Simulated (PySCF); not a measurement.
`C#C[B@H-](C#CC)[N+]#CC`, C7H8BN

Cartesian coordinates in Å; atom numbers follow the order of the lines, from 1:
```xyz
17

C    -0.1788   -3.3067   -0.1394
C    -0.1782   -2.2514    0.4322
B    -0.1858   -0.8776    1.1731
C    -1.2635    0.0933    0.6033
C    -2.1105    0.8208    0.1589
C    -3.1443    1.6920   -0.3707
N     1.1308   -0.2602    0.8284
C     2.1255    0.1874    0.4730
C     3.3710    0.7388    0.0400
H    -0.1980   -4.2370   -0.6312
H    -0.2106   -0.9786    2.3631
H    -2.6935    2.5458   -0.8795
H    -3.7638    1.1472   -1.0844
H    -3.7796    2.0603    0.4362
H     3.1914    1.6560   -0.5211
H     3.9991    0.9614    0.9030
H     3.8817    0.0204   -0.6016
```

Computed with GIAO CAM-B3LYP/pcseg-1 magnetisability, rotational g tensor and spin-rotation constants, non-relativistic, gas phase in PySCF 2.14.0. Geometry: GFN2-xTB.

Problem. What are the magnetisability and the molar susceptibility?

Solution. Isotropic -1412 × 10⁻³⁰ J/T², or -85.0 × 10⁻⁶ cm³/mol; principal values -1501, -1429, -1305 × 10⁻³⁰ J/T², anisotropy 172 × 10⁻³⁰ J/T² (root of half the summed squared differences of the principal values). The susceptibility is in cgs units.

Problem. Split it along the inertial axes a, b, c into diamagnetic and paramagnetic parts about the centre of mass, with the quadrupole moment.

Solution. 
```csv
axis,χ (10⁻⁶ cm³/mol),diamagnetic (10⁻⁶ cm³/mol),paramagnetic (10⁻⁶ cm³/mol),summed x² of all electrons (Å²),quadrupole Θ (D Å)
a,-90.4,-810.4,720.0,293.0,+17.10
b,-85.9,-1376.2,1290.3,159.6,-3.84
c,-78.7,-1920.3,1841.6,31.4,-13.26
```
Anisotropies 2χaa − χbb − χcc = -16.1 and 2χbb − χaa − χcc = -2.8 × 10⁻⁶ cm³/mol. Θ is traceless in Buckingham's convention.

Problem. And the rotational g tensor?

Solution. 
```csv
axis,rotational constant (GHz),g,nuclear part,electronic part
a,1.7173,-0.0016,0.5793,-0.5809
b,0.9655,+0.0027,0.5879,-0.5853
c,0.6678,+0.0013,0.5791,-0.5778
```
Asymmetric top; isotopes 11B, 12C, 1H, 14N; no vibrational averaging.
